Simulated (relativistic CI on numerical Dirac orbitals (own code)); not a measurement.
## Hyperfine structure of Cs³¹⁺, mass number 133

Method of calculation: Dirac-Coulomb-Breit CI, orbitals from a KLI potential per configuration, model QED, unscaled Slater integrals (own radial code, finite nucleus).

CI space (outside the closed core [Ne]): 3s²3p⁶3d⁶, 3s²3p⁵3d⁷, 3s²3p⁴3d⁸, 3s3p⁶3d⁷, 3p⁶3d⁸, 3s3p⁵3d⁸, 3s²3p⁶3d⁵4s, 3s²3p⁶3d⁵4p, 3s²3p⁶3d⁵4d, 3s²3p⁴3d⁷4s, 3s²3p⁵3d⁶4s, 3s²3p⁶3d⁵4f, 3s²3p⁶3d⁴4s², 3s3p⁶3d⁶4s, 3p⁶3d⁷4s, 3s²3p⁶3d⁵5s. Levels of other configurations are missing.

Nuclear spin I = 7/2, μ = 2.5778 μN, Q = -0.0034 b (tables of Stone and Pyykkö). The electronic factors are computed for point nuclear moments, without core polarisation or the Bohr-Weisskopf and QED corrections.

| Level | E (cm⁻¹) | A (MHz) | B (MHz) |
| --- | --- | --- | --- |
| 3s²3p⁶3d⁶ ⁵D4 | 0.0 | 9017 | -81.6 |
| 3s²3p⁶3d⁶ ⁵D3 | 91707.8 | 6093 | -13.8 |
| 3s²3p⁶3d⁶ ⁵D1 | 113915.1 | 8142 | 29.1 |
| 3s²3p⁶3d⁶ ³G5 | 165515.4 | 12090 | -31.2 |
| 3s²3p⁶3d⁶ ³H6 | 166361.2 | 13190 | 62.3 |
| 3s²3p⁶3d⁶ ³D1 | 257998.7 | 12760 | -44.4 |

Levels with J = 0, under 50 % of one LS term, or S terms without an open s electron are left out. Small factors come from cancelling terms and can be off by tens of per cent or more.

At this charge energies of transitions that change n are usually good to better than 1 %, and those within a shell (Δn = 0) to a few per cent. Terms inside the open d or f shell come out 10 to 20 % too wide with unscaled integrals.

**Question.** Give the hyperfine levels of 3s²3p⁶3d⁶ ⁵D4 relative to its centre of gravity.

**Answer.** With K = F(F + 1) − I(I + 1) − J(J + 1), E = AK/2 + B[¾K(K + 1) − I(I + 1)J(J + 1)]/[2I(2I − 1)J(2J − 1)]: F = 1/2: -157800, F = 3/2: -144300, F = 5/2: -121700, F = 7/2: -90170, F = 9/2: -49580, F = 11/2: 21.86, F = 13/2: 58620, F = 15/2: 126200 MHz.

LS names give the leading component of a level, which can be under half, so a name can repeat, a term be missing and a line seem to break the LS rules.
